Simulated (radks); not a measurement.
Sr2+, 36 electrons, occupied as [Kr] (the NIST ground configuration). Calculated with a radial shooting solver on a logarithmic mesh with Libxc functionals: non-relativistic Kohn-Sham, exchange-only PBE, spin-polarised, spherical densities, point nucleus; relativity is left out, which matters for an element this heavy.

X-ray form factor f0, the Fourier transform of the density (f0(0) = 36):

sin(theta)/lambda (1/angstrom)  f0 (electrons)
0.05                                    35.515
0.1                                     34.168
0.15                                    32.228
0.2                                     30.019
0.25                                    27.814
0.3                                     25.779
0.4                                     22.416
0.5                                     19.806
0.6                                     17.601
0.8                                     13.767
1                                       10.700
1.25                                     8.138
1.5                                      6.684
2                                        5.230
